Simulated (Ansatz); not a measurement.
**Molecular dynamics of ClF₃H₃NZr**

The input (input.yaml):

```yaml
crystal:
  periodic: [false, false, false]
  atoms:
    - { symbol: Zr, position_ang: [-0.611576, -0.035661, 0.026507] }
    - { symbol: "N", position_ang: [-0.176602, 0.051917, 2.375149] }
    - { symbol: H, position_ang: [-0.07823, -0.894902, 2.754106] }
    - { symbol: H, position_ang: [0.717212, 0.514939, 2.55956] }
    - { symbol: F, position_ang: [1.306584, -0.19254, 0.250726] }
    - { symbol: F, position_ang: [-0.582624, 1.438339, -1.173901] }
    - { symbol: F, position_ang: [-0.917457, -1.710201, -0.81845] }
    - { symbol: Cl, position_ang: [-2.82605, 0.335391, 0.96903] }
    - { symbol: H, position_ang: [-0.914756, 0.505717, 2.919172] }
basis:
  gaussian: { orbitals: def2-SVP }
hamiltonian:
  xc: r2scan
md:
  timestep: 0.5
  n_steps: 200
  ensemble: nve
  temperature: 100.0
  initial_velocities: maxwell_boltzmann
  seed: 10956
```

Command:

```bash
$ ansatz run input.yaml --threads 4 --pin off --max-ram 5120MiB --backend cpu --events-out ev --progress --plain --runs-dir out
```

It starts at the highest image of a converged band, a first-order saddle point between two minima.

Output, in part (one step line in 7, the closing report, with atoms numbered from 0):

```
md step     0: t =     0.00 fs  T =   100.0 K  F+E_penalty+E_count = -23487.01069469 eV  E_kin = 0.090482 eV  conserved = -23486.92021269 eV  (29 SCF iters)
md step     7: t =     3.50 fs  T =    69.8 K  F+E_penalty+E_count = -23486.98317352 eV  E_kin = 0.063117 eV  conserved = -23486.92005698 eV  (31 SCF iters)
md step    14: t =     7.00 fs  T =    56.1 K  F+E_penalty+E_count = -23486.97075459 eV  E_kin = 0.050727 eV  conserved = -23486.92002749 eV  (31 SCF iters)
md step    21: t =    10.50 fs  T =    60.1 K  F+E_penalty+E_count = -23486.97451350 eV  E_kin = 0.054376 eV  conserved = -23486.92013727 eV  (31 SCF iters)
md step    28: t =    14.00 fs  T =    28.1 K  F+E_penalty+E_count = -23486.94543608 eV  E_kin = 0.025386 eV  conserved = -23486.92004976 eV  (33 SCF iters)
md step    35: t =    17.50 fs  T =    36.0 K  F+E_penalty+E_count = -23486.95265069 eV  E_kin = 0.032576 eV  conserved = -23486.92007425 eV  (32 SCF iters)
md step    42: t =    21.00 fs  T =    60.1 K  F+E_penalty+E_count = -23486.97453679 eV  E_kin = 0.054418 eV  conserved = -23486.92011855 eV  (33 SCF iters)
md step    49: t =    24.50 fs  T =    47.5 K  F+E_penalty+E_count = -23486.96299367 eV  E_kin = 0.042985 eV  conserved = -23486.92000893 eV  (31 SCF iters)
md step    56: t =    28.00 fs  T =    68.3 K  F+E_penalty+E_count = -23486.98188666 eV  E_kin = 0.061766 eV  conserved = -23486.92012021 eV  (31 SCF iters)
md step    63: t =    31.50 fs  T =    78.4 K  F+E_penalty+E_count = -23486.99115183 eV  E_kin = 0.070970 eV  conserved = -23486.92018158 eV  (32 SCF iters)
md step    70: t =    35.00 fs  T =    38.1 K  F+E_penalty+E_count = -23486.95447775 eV  E_kin = 0.034499 eV  conserved = -23486.91997870 eV  (31 SCF iters)
md step    77: t =    38.50 fs  T =    45.2 K  F+E_penalty+E_count = -23486.96100837 eV  E_kin = 0.040929 eV  conserved = -23486.92007923 eV  (32 SCF iters)
md step    84: t =    42.00 fs  T =    50.8 K  F+E_penalty+E_count = -23486.96614082 eV  E_kin = 0.045961 eV  conserved = -23486.92017964 eV  (33 SCF iters)
md step    91: t =    45.50 fs  T =    18.2 K  F+E_penalty+E_count = -23486.93651361 eV  E_kin = 0.016511 eV  conserved = -23486.92000288 eV  (26 SCF iters)
md step    98: t =    49.00 fs  T =    39.4 K  F+E_penalty+E_count = -23486.95568924 eV  E_kin = 0.035632 eV  conserved = -23486.92005712 eV  (33 SCF iters)
md step   105: t =    52.50 fs  T =    61.3 K  F+E_penalty+E_count = -23486.97561531 eV  E_kin = 0.055461 eV  conserved = -23486.92015425 eV  (34 SCF iters)
md step   112: t =    56.00 fs  T =    41.9 K  F+E_penalty+E_count = -23486.95791550 eV  E_kin = 0.037885 eV  conserved = -23486.92003074 eV  (33 SCF iters)
md step   119: t =    59.50 fs  T =    67.6 K  F+E_penalty+E_count = -23486.98131272 eV  E_kin = 0.061193 eV  conserved = -23486.92011965 eV  (32 SCF iters)
md step   126: t =    63.00 fs  T =    75.5 K  F+E_penalty+E_count = -23486.98844424 eV  E_kin = 0.068320 eV  conserved = -23486.92012461 eV  (32 SCF iters)
md step   133: t =    66.50 fs  T =    45.4 K  F+E_penalty+E_count = -23486.96108457 eV  E_kin = 0.041069 eV  conserved = -23486.92001601 eV  (32 SCF iters)
md step   140: t =    70.00 fs  T =    54.7 K  F+E_penalty+E_count = -23486.96960106 eV  E_kin = 0.049469 eV  conserved = -23486.92013196 eV  (32 SCF iters)
md step   147: t =    73.50 fs  T =    47.2 K  F+E_penalty+E_count = -23486.96280290 eV  E_kin = 0.042682 eV  conserved = -23486.92012057 eV  (32 SCF iters)
md step   154: t =    77.00 fs  T =    18.7 K  F+E_penalty+E_count = -23486.93690717 eV  E_kin = 0.016930 eV  conserved = -23486.91997758 eV  (24 SCF iters)
md step   161: t =    80.50 fs  T =    45.1 K  F+E_penalty+E_count = -23486.96094066 eV  E_kin = 0.040826 eV  conserved = -23486.92011447 eV  (33 SCF iters)
md step   168: t =    84.00 fs  T =    55.1 K  F+E_penalty+E_count = -23486.96999837 eV  E_kin = 0.049877 eV  conserved = -23486.92012100 eV  (32 SCF iters)
md step   175: t =    87.50 fs  T =    49.7 K  F+E_penalty+E_count = -23486.96499434 eV  E_kin = 0.044973 eV  conserved = -23486.92002152 eV  (32 SCF iters)
md step   182: t =    91.00 fs  T =    82.6 K  F+E_penalty+E_count = -23486.99492290 eV  E_kin = 0.074783 eV  conserved = -23486.92014018 eV  (31 SCF iters)
md step   189: t =    94.50 fs  T =    78.9 K  F+E_penalty+E_count = -23486.99148540 eV  E_kin = 0.071370 eV  conserved = -23486.92011507 eV  (31 SCF iters)
md step   196: t =    98.00 fs  T =    51.4 K  F+E_penalty+E_count = -23486.96655272 eV  E_kin = 0.046538 eV  conserved = -23486.92001503 eV  (33 SCF iters)
md step   200: t =   100.00 fs  T =    57.1 K  F+E_penalty+E_count = -23486.97176880 eV  E_kin = 0.051699 eV  conserved = -23486.92006990 eV  (30 SCF iters)
Total energy: -23486.97180066 eV, -863.1302936330 hartree
Atom 0 at    -0.604314    -0.044725     0.028288 Å, force    -0.131597    -0.100705    -0.081008 eV/Å
Atom 1 at    -0.205903     0.156643     2.387524 Å, force     0.117068    -0.316280    -0.283583 eV/Å
Atom 2 at    -0.610755    -0.713115     2.762475 Å, force     0.079556     0.434823     0.239823 eV/Å
Atom 3 at     0.773681     0.210551     2.669653 Å, force     0.155264    -0.202054    -0.108419 eV/Å
Atom 4 at     1.304184    -0.229012     0.236547 Å, force     0.127181    -0.045327     0.045269 eV/Å
Atom 5 at    -0.594982     1.440417    -1.142878 Å, force     0.030237     0.161549    -0.122602 eV/Å
Atom 6 at    -0.917351    -1.691593    -0.887850 Å, force     0.011683     0.158101     0.163862 eV/Å
Atom 7 at    -2.818554     0.316692     0.987216 Å, force     0.018782    -0.069516    -0.001775 eV/Å
Atom 8 at    -0.676174     0.948421     2.818541 Å, force    -0.408174    -0.020591     0.148432 eV/Å
Dipole moment:     0.404872     0.045673     1.189989 e Å
```

All steps were run. The conserved energy stayed within 0.028 meV per atom of its start (net change 0.016 meV per atom), so the integration is sound. A run of 0.1 ps of so small a system gives no equilibrium averages. The orbitals stay closed-shell, which can raise the energy where a bond breaks towards radicals; this wasn't checked here.

The same pairs are bonded in the first frame and the last. Pairs count as bonded within 1.25 times the sum of covalent radii (0.12 Å more for H–H).

Last frame:

```xyz
9
Properties=species:S:1:pos:R:3
Zr -0.604 -0.045 0.028
N -0.206 0.157 2.388
H -0.611 -0.713 2.763
H 0.774 0.211 2.670
F 1.304 -0.229 0.236
F -0.595 1.440 -1.143
F -0.917 -1.692 -0.888
Cl -2.819 0.317 0.987
H -0.676 0.948 2.818
```

The run took 4 min on 4 threads of AMD EPYC 9R45 96-Core Processor (Zen 5) (shared host), peak memory 0.23 GiB.
